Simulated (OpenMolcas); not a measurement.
## Computed transition rates of Cl IV

```
Program             : OpenMolcas 26.06
Method              : MS-RASPT2, IPEA 0.25 Eh, imaginary shift 0.1 Eh (closed shells correlated: 2s 2p 3s)
Basis               : ANO-RCC [8s7p5d4f2g]
Scalar Hamiltonian  : DKH2, point nucleus
Active space        : 2 electrons in 9 orbitals (RAS2 3p; RAS3 3d 4s, at most 1 electron)
State averaging     : 2S+1 = 3 even, 3 roots; 2S+1 = 1 even, 6 roots; 2S+1 = 3 odd, 18 roots; 2S+1 = 1 odd, 18 roots
Spin-orbit coupling : RASSI with atomic mean-field integrals over the reference wave functions, term energies averaged over their components
```

Rates come from the transition moments of the reference wave functions (E1 and E2 in the length form). At fixed line strength A goes as λ^-3 for E1 and M1 and as λ^-5 for E2, so a rate at the computed wavelength can be rescaled to the measured one. Measured vacuum wavelengths follow from level energies in Moore, Atomic Energy Levels, vol. I, NSRDS-NBS 35 (1971 reprint of NBS Circular 467, 1949). Branching counts decays inside the model space alone, at computed energies, and the table is only a selection of the E1 lines, drawn from those between levels with measured partners whose computed energy lies within a factor of 1.5 of the measured one.

```tsv
Upper	Lower	Type	λ computed (nm)	λ measured (nm)	A computed (s-1)	A rescaled (s-1)	Branching %
3s² 3p 4s ¹P°₁	3s² 3p² ¹S₀	E1	55.66	53.5	8.07e+08	9.09e+08	9.0
3s² 3p 4s ³P°₁	3s² 3p² ¹D₂	E1	49.96	49.6	1.49e+08		2.9
3s² 3p 4s ¹P°₁	3s² 3p² ¹D₂	E1	49.01	48.62	8.05e+09	8.25e+09	90.1
3s² 3p 4s ³P°₁	3s² 3p² ³P₂	E1	47.07	46.72	2.08e+09	2.13e+09	40.6
3s² 3p 4s ³P°₀	3s² 3p² ³P₁	E1	46.96	46.61	5.01e+09	5.12e+09	100.0
3s² 3p 4s ³P°₁	3s² 3p² ³P₁	E1	46.89	46.53	1.22e+09	1.25e+09	23.9
3s² 3p 4s ³P°₂	3s² 3p² ³P₂	E1	46.86	46.48	3.78e+09	3.87e+09	74.6
3s² 3p 4s ³P°₁	3s² 3p² ³P₀	E1	46.79	46.43	1.66e+09	1.70e+09	32.4
3s² 3p 4s ³P°₂	3s² 3p² ³P₁	E1	46.68	46.3	1.28e+09	1.31e+09	25.3
```

Spin-changing lines and M1 lines between different terms are not rescaled, since their strength hangs on the term gaps too.

The largest correction is for 3s² 3p 4s ¹P°₁ → 3s² 3p² ¹S₀ (E1): 8.07e+08 × (55.66 / 53.5)^3 = 9.09e+08 s-1, a factor of 1.13.

The computed rate and branching of 3s² 3p 4s ³P°₀ → 3s² 3p² ³P₁ give the upper level a radiative lifetime of 1.000 / 5.01e+09 s-1 = 2.00e-10 s, counting decays inside the model space alone. The rescaled rate gives about 2.0e-10 s.

No measured rate stands beside these. Rescaling mends the energy factor alone: line strengths can still be far off where a level mixes with configurations outside the active space, and weak or spin-changing lines hang on small mixing coefficients that depend on the term gaps too, so rescaling need not improve them.

CASPT2 breaks the degeneracy within a term, and the mean is taken; among the terms shown or strongly mixed into the levels shown the widest spread is 270 cm-1 (3s² 3p² ¹D). Over all roots computed the reference weight is 0.82 to 0.97; the roots of lowest weight are the least certain, and an intruder state may touch them. ANO sets are built for valence states and can reach diffuse excited orbitals poorly, and with the s shell closed the s pⁿ⁺¹ terms that mix with these levels are absent. With the s shell closed, the reference lacks s² → p² mixing. Some terms miss by over 15 % even with CASPT2, which points to a basis or an active space too small for the shells correlated. Measured partners are found by configuration, term and J. A level has none where our copy of the source lacks it or the pairing is in doubt (some pairs that miss far off the trend of their configuration count as doubtful). Only configurations of the active space appear.

° marks odd parity.
